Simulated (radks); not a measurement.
The numbers below are computed, except where a source is named.
Problem. All-electron atom: Cd3+ in [Kr] 4d8 5p1 (not the ground configuration). Code: a radial shooting solver on a logarithmic mesh with Libxc functionals. Model: Dirac Kohn-Sham, PBE, spin-unpolarised, spherical densities, finite nucleus; open shells fill j = l - 1/2 first; Fermi nuclear charge, rms radius 4.6087 fm. Some entries of the table are withheld. Estimate them.

| orbital | occ. | eigenvalue (hartree) | <r> (bohr) | r(max) (bohr) |
|---|---|---|---|---|
| 1s1/2 | 2 | -975.7607 | 0.03040 | 0.01968 |
| 2s1/2 | 2 | -146.2037 | 0.1313 | 0.1114 |
| 2p1/2 | 2 | -136.2198 | 0.1112 | (1) |
| 2p3/2 | 4 | -129.1473 | 0.1164 | (2) |
| 3s1/2 | 2 | -28.55469 | 0.3580 | 0.3240 |
| 3p1/2 | 2 | -24.55414 | 0.3494 | (3) |
| 3p3/2 | 4 | -23.29045 | 0.3603 | (4) |
| 3d3/2 | 4 | -16.21319 | 0.3325 | (5) |
| 3d5/2 | 6 | -15.95632 | 0.3360 | (6) |
| 4s1/2 | 2 | -5.44533 | 0.8718 | 0.7936 |
| 4p1/2 | 2 | -4.14972 | (7) | 0.8253 |
| 4p3/2 | 4 | -3.92907 | (8) | 0.8494 |
| 4d3/2 | 4 | -1.91166 | 1.156 | 0.9521 |
| 4d5/2 | 4 | -1.88158 | 1.169 | 0.9614 |
| 5p1/2 | 1 | -0.98922 | (9) | 2.259 |
| 5p3/2 | 0 | -0.96136 | (10) | 2.324 |

Solution. 
(1) 2p1/2 r(max) (bohr): 0.08597
(2) 2p3/2 r(max) (bohr): 0.09031
(3) 3p1/2 r(max) (bohr): 0.3104
(4) 3p3/2 r(max) (bohr): 0.3204
(5) 3d3/2 r(max) (bohr): 0.2641
(6) 3d5/2 r(max) (bohr): 0.2670
(7) 4p1/2 <r> (bohr): 0.9254
(8) 4p3/2 <r> (bohr): 0.9538
(9) 5p1/2 <r> (bohr): 2.533
(10) 5p3/2 <r> (bohr): 2.599
